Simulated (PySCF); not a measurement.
Simulated outer-valence photoelectron spectrum of `N#C[SiH2]P`. Theory: EOM-IP-CCSD/aug-cc-pVDZ in PySCF, restricted Hartree–Fock reference, frozen core, non-relativistic, gas phase, PBE0-D3(BJ)/def2-SVP geometry.

Each root has a Gaussian of 0.5 eV full width with its one-hole share as area; cross sections and vibrations are left out, and the highest printed point is 100.

```tsv
ionisation energy (eV)	intensity
9.7	0
9.8	1
9.9	3
10.0	8
10.1	18
10.2	33
10.3	49
10.4	57
10.5	53
10.6	40
10.7	24
10.8	12
10.9	4
11.0	1
11.1	0
11.2	0
11.3	1
11.4	3
11.5	9
11.6	20
11.7	36
11.8	51
11.9	58
12.0	54
12.1	46
12.2	42
12.3	49
12.4	68
12.5	88
12.6	100
12.7	98
12.8	84
12.9	68
13.0	59
13.1	59
13.2	62
13.3	60
13.4	54
13.5	50
13.6	54
13.7	64
13.8	74
13.9	80
14.0	81
14.1	75
14.2	62
14.3	44
14.4	26
14.5	13
14.6	5
14.7	3
14.8	4
14.9	9
15.0	20
15.1	34
15.2	48
15.3	55
15.4	49
15.5	36
15.6	21
15.7	10
15.8	4
15.9	1
16.0	0
```

**Question.** Where are the maxima, and how many lines lie under the curve?

**Answer.** 6 maxima, at 10.4, 11.9, 12.6, 13.2, 14.0 and 15.3 eV, from 8 lines. At this width some lines have no maximum of their own.

**Question.** List the lines with their holes.

**Answer.** 
| E (eV) | leading hole (HF orbital) | area | Koopmans (eV) |
| --- | --- | --- | --- |
| 10.42 | HOMO | 0.95 | 10.79 |
| 11.90 | HOMO-1 | 0.95 | 12.41 |
| 12.53 | HOMO-2 | 0.95 | 12.85 |
| 12.73 | HOMO-6 | 0.93 | 15.21 |
| 13.24 | HOMO-3 | 0.94 | 13.61 |
| 13.79 | HOMO-4 | 0.94 | 14.39 |
| 14.13 | HOMO-5 | 0.94 | 14.81 |
| 15.30 | HOMO-7 | 0.91 | 17.03 |

The widest gap, 1.48 eV, lies between 10.42 and 11.90 eV. Only orbitals with −ε under 21 eV, eight at most, were ionised, so the high end of the curve may lack lines.

The run took 2.5 min on one thread of an Arm Neoverse N1, no GPU (shared host), and the process peaked at 1.9 GiB of memory.

The values belong to the conformer `[N:1]#[C:2][SiH2:3][PH2:4]`: H–P4–Si3–C2 73°, H–P4–Si3–C2 167°.
